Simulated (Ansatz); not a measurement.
Several settings on one geometry of (I2Ga-mu-OH)2 (Ga₂I₄O₂H₂) (that of the charge 0 singlet, PBE-D4/def2-SVP). Ansatz on 2 threads of AMD EPYC 7R13 on a shared host and a share (18 GiB) of an NVIDIA H100 80GB HBM3; times are rough.

| atom | x (Å) | y (Å) | z (Å) |
| --- | --- | --- | --- |
| Ga1 | -0.789 | -0.844 | 0.948 |
| I2 | -2.770 | -0.246 | 2.338 |
| I3 | 0.252 | -3.131 | 0.935 |
| O4 | 0.610 | 0.536 | 1.022 |
| Ga5 | 0.617 | 1.039 | -0.880 |
| I6 | -0.030 | 3.421 | -1.222 |
| I7 | 2.553 | -0.051 | -2.055 |
| O8 | -0.942 | -0.161 | -0.890 |
| H9 | 1.468 | 0.268 | 1.405 |
| H10 | -0.968 | -0.832 | -1.601 |

Totals from different functionals, basis sets or treatments of relativity can't be compared as stabilities.

In the def2 sets I takes a core potential; there is no spin–orbit coupling.

Scalar relativity in a set contracted without it gives distorted totals.

The spins typed aren't always the lowest for that charge.

Problem. Give the basis size and estimate the energy, ⟨S²⟩, dipole and time of these runs.

```json
{"run": "1", "method": "RKS PBE0-D3(BJ)-ATM/def2-TZVP", "charge": "0", "state": "singlet", "further keys": "final_grid: {core_spheres: 8, valence_spheres: 7, degree: 23}; point_charges: [{charge: -1.00, position_ang: [7.404, -0.037, -0.280]}]; scf: {omitted_lower_state_checks: [starts]}; forces asked"}
{"run": "2", "method": "UKS B3LYP5/def2-SVPD", "charge": "0", "state": "triplet", "further keys": "scf: {omitted_lower_state_checks: [starts]}; forces asked"}
{"run": "3", "method": "UKS B97M-V/def2-mTZVPP", "charge": "0", "state": "triplet", "further keys": "pseudopotentials: {relativity: scalar}; scf: {omitted_lower_state_checks: [starts]}; forces asked"}
```

Solution. 
```tsv
run	functions	energy (Eh)	⟨S²⟩	dipole (D)	wall time
1	370	-5192.0320	–	3.44	7.5 s
2	278	-5191.5438	2.00	1.46	14 s
3	274	-5221.5494	2.00	1.00	18 s
```
